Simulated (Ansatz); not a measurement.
`C=[CH][Al]([CH3])[SiH3]`. Total charge 0; spin multiplicity 1. The structure was optimised at the PBE0-D4/def2-TZVP level. It is one conformer, not always the lowest.

```xyz
14

C     2.015   -0.413    1.410
C     1.053    0.510    1.320
Al   -0.351    0.355   -0.018
C    -1.759    1.703   -0.153
Si   -0.229   -1.615   -1.495
H     2.818   -0.365    2.143
H     2.048   -1.275    0.745
H     1.106    1.336    2.030
H    -2.315    1.773    0.789
H    -2.478    1.502   -0.951
H    -1.328    2.694   -0.331
H    -1.341   -1.662   -2.489
H    -0.284   -2.894   -0.726
H     1.045   -1.651   -2.274
```

What is the dipole moment at B3LYP/def2-TZVPP? (Best estimate.)

The calculation gave: 1.33 D, with components (0.05, 1.01, 0.86) D in this frame, pointing from negative to positive charge.

And with PBE, r2SCAN, ωB97M-V? (Estimate.)

Computed: PBE 1.33 D, r2SCAN 1.32 D, ωB97M-V 1.37 D.

Give the Mulliken charges with B3LYP, ωB97M-V, r2SCAN in def2-TZVPP. (Estimate.)

Computed: 
```
atom  B3LYP  ωB97M-V  r2SCAN
  C1  -0.19    -0.19   -0.10
  C2  -0.28    -0.31   -0.33
 Al3   0.52     0.54    0.61
  C4  -0.45    -0.51   -0.39
 Si5   0.02    -0.08    0.01
  H6   0.10     0.11    0.07
  H7   0.10     0.09    0.07
  H8   0.09     0.10    0.06
  H9   0.09     0.11    0.06
 H10   0.10     0.11    0.07
 H11   0.09     0.11    0.06
 H12  -0.07    -0.03   -0.07
 H13  -0.06    -0.03   -0.07
 H14  -0.06    -0.03   -0.07
```

B3LYP here is the variant with VWN-RPA as its local correlation; programs differ in this.
